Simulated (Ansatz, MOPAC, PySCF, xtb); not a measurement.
Pair of molecules: H2S (SMILES S) (first 3 atoms) with C3H4 (SMILES C=C=C); geometry from B3LYP-D3(BJ)/def2-TZVP.
(charge 0, multiplicity 1):
```xyz
10

S      0.1790     0.1532    -0.4999
H      0.3179    -1.1798    -0.4205
H      0.6680     0.3345     0.7400
C     -1.2371    -0.3055     3.0880
C      0.0197    -0.0408     3.2848
C      1.2809     0.2273     3.4636
H     -1.8934    -0.5643     3.9109
H     -1.6622    -0.2704     2.0911
H      1.6189     1.2377     3.6637
H      2.0332    -0.5526     3.4296
```

Interaction energies are E(AB) − E(A) − E(B) at the monomers' geometry in the complex; basis-set methods are counterpoise corrected.

Frozen-core correlation. The state reached by AM1 isn't checked.

The values were computed with Ansatz (Gaussian basis) for Hartree–Fock, density functionals and correlated methods; MOPAC for AM1 (differences of heats of formation); PySCF for the dispersion terms; xtb for the GFN methods. Values without a source in brackets are computed.

### Question
One of these levels gives -9.7 kJ/mol for the interaction energy. Name it.
A) r2SCAN-D3(BJ)/def2-TZVPPD
B) AM1
C) CCSD(T)/aug-cc-pV(D+d)Z
D) GFN2-xTB

### Answer
A, r2SCAN-D3(BJ)/def2-TZVPPD. The others give -1.5 (AM1), -8.4 (GFN2-xTB), -6.6 (CCSD(T)/aug-cc-pV(D+d)Z)

Ansatz is an electronic-structure program.
